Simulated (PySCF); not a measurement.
Job file and geometry (Å, from GFN2-xTB) of an NMR shielding run on `CCCCn1cpc(C)n1`, C₇H₁₃N₂P, GIAO PBE0/pcSseg-1 NMR shielding, non-relativistic, gas phase (PySCF); density fitting, a coarse starting grid and PySCF grid level 2 are the driver's defaults:

```
$ OMP_NUM_THREADS=1 python probes_run.py task.json out

{"job": {"kind": "nmr", "xc": "PBE0", "basis": "pcSseg-1"}, "charge": 0, "multiplicity": 1}
C     -2.936708    -0.841155     1.268607
C     -2.043486    -0.057527     0.315178
C     -1.243655    -0.986072    -0.595629
C     -0.358028    -0.218571    -1.582250
N      0.667981     0.522001    -0.894739
C      0.625388     1.831853    -0.605136
P      1.989585     2.349853     0.306898
C      2.525186     0.660568     0.218395
C      3.787247     0.126390     0.803513
N      1.719214    -0.134672    -0.436471
H     -2.339325    -1.495949     1.898849
H     -3.644236    -1.452410     0.712310
H     -3.495908    -0.164605     1.910485
H     -1.357256     0.563497     0.895502
H     -2.660816     0.606146    -0.295831
H     -0.605759    -1.632343     0.010167
H     -1.926950    -1.618568    -1.165523
H      0.136370    -0.924610    -2.254662
H     -0.957160     0.481128    -2.169588
H     -0.204242     2.424153    -0.947477
H      4.649001     0.561710     0.298269
H      3.814694    -0.953999     0.686509
H      3.854109     0.380167     1.860342
```

**Question.** What does the program print?

**Answer.** 
```
coarse grid: 19416 points
cycle   1  E = -724.6491809507  dE =  1.475e+00  |g| = 5.077e-01  |ddm| = 4.375e+00
cycle   2  E = -724.6018348863  dE =  4.735e-02  |g| = 7.092e-01  |ddm| = 1.014e+00
cycle   3  E = -724.7094339828  dE = -1.076e-01  |g| = 1.496e-01  |ddm| = 6.174e-01
cycle   4  E = -724.7140944387  dE = -4.660e-03  |g| = 5.603e-02  |ddm| = 1.808e-01
cycle   5  E = -724.7148793107  dE = -7.849e-04  |g| = 1.428e-02  |ddm| = 6.557e-02
cycle   6  E = -724.7149250163  dE = -4.571e-05  |g| = 4.438e-03  |ddm| = 1.644e-02
cycle   7  E = -724.7149287067  dE = -3.690e-06  |g| = 1.680e-03  |ddm| = 4.792e-03
final grid: 182208 points
cycle   8  E = -724.7729535006  dE = -5.291e-05  |g| = 1.109e-02  |ddm| = 3.591e-02
cycle   9  E = -724.7729189696  dE =  3.453e-05  |g| = 1.567e-02  |ddm| = 2.509e-02
cycle  10  E = -724.7729839469  dE = -6.498e-05  |g| = 3.128e-03  |ddm| = 1.810e-02
cycle  11  E = -724.7729863839  dE = -2.437e-06  |g| = 4.666e-04  |ddm| = 3.162e-03
cycle  12  E = -724.7729864236  dE = -3.972e-08  |g| = 2.020e-04  |ddm| = 5.677e-04
cycle  13  E = -724.7729864326  dE = -9.028e-09  |g| = 5.163e-05  |ddm| = 1.881e-04
cycle  14  E = -724.7729864333  dE = -6.053e-10  |g| = 1.703e-05  |ddm| = 6.632e-05
converged SCF energy = -724.7729864333

GIAO shielding tensors (ppm)
atom      isotropic    diamagn.    paramagn.     s11        s22        s33       span
  0 C      170.515     244.872     -74.357    159.862    163.469    188.214     28.352
  1 C      161.723     250.088     -88.365    148.323    167.167    169.679     21.356
  2 C      149.422     251.279    -101.857    135.235    147.742    165.289     30.055
  3 C      128.040     247.907    -119.867    108.791    117.978    157.351     48.560
  4 N       19.242     334.022    -314.780    -70.091     17.810    110.006    180.098
  5 C       19.496     258.724    -239.228   -113.584     51.656    120.417    234.001
  6 P      212.247     969.708    -757.461     90.282    118.349    428.110    337.828
  7 C        4.004     266.758    -262.754   -114.780      5.533    121.260    236.040
  8 C      165.768     246.680     -80.912    150.087    156.918    190.300     40.213
  9 N      -97.310     329.633    -426.943   -337.250    -91.960    137.279    474.529
 10 H       30.931      29.864       1.068     26.266     29.570     36.958     10.693
 11 H       30.811      28.200       2.611     26.546     28.589     37.297     10.751
 12 H       30.478      27.836       2.641     25.502     27.848     38.084     12.582
 13 H       30.556      35.150      -4.594     23.826     31.251     36.591     12.766
 14 H       30.659      32.985      -2.327     25.634     30.678     35.664     10.030
 15 H       29.715      34.524      -4.809     24.851     30.432     33.862      9.012
 16 H       30.346      32.929      -2.583     25.823     29.255     35.961     10.137
 17 H       26.935      31.212      -4.277     22.742     26.169     31.893      9.151
 18 H       27.944      32.799      -4.855     24.013     27.794     32.025      8.011
 19 H       23.276      33.467     -10.191     20.143     22.277     27.408      7.265
 20 H       28.832      26.373       2.459     24.364     27.150     34.982     10.618
 21 H       28.930      29.280      -0.350     23.845     28.414     34.531     10.686
 22 H       28.825      28.557       0.267     24.341     27.787     34.346     10.005
```

**Question.** Turn these shieldings into chemical shifts. Shifts are taken against calculated references (same method and geometry level): $^{13}$C (σ = 186.93 ppm) and $^{1}$H (σ = 31.72 ppm) against TMS; NH3 for $^{15}$N (σ = 267.73 ppm); $^{31}$P (σ = 318.38 ppm) vs H3PO4.

**Answer.** Averaging equivalent atoms: C 7: 182.9; C 5: 167.4; C 3: 58.9; C 2: 37.5; C 1: 25.2; C 8: 21.2; C 0: 16.4; N 9: 365.0; N 4: 248.5; P 6: 106.1; H 19: 8.44; H 17/18: 4.28; H 20/21/22: 2.85; H 15/16: 1.69; H 13/14: 1.11; H 10/11/12: 0.98 ppm. Experimental scales use liquid or dissolved standards, which lie at an offset from isolated NH3 (liquid NH3: subtract about 20 ppm) and H3PO4. Unscaled 15N shifts of sp2 nitrogen come out 20 to 40 ppm too high even then.

Size and cost of the density-fitted run: 242 basis functions, 73 s wall time on 1 thread of an Arm Neoverse V1, shared host; peak memory 1.1 GiB.
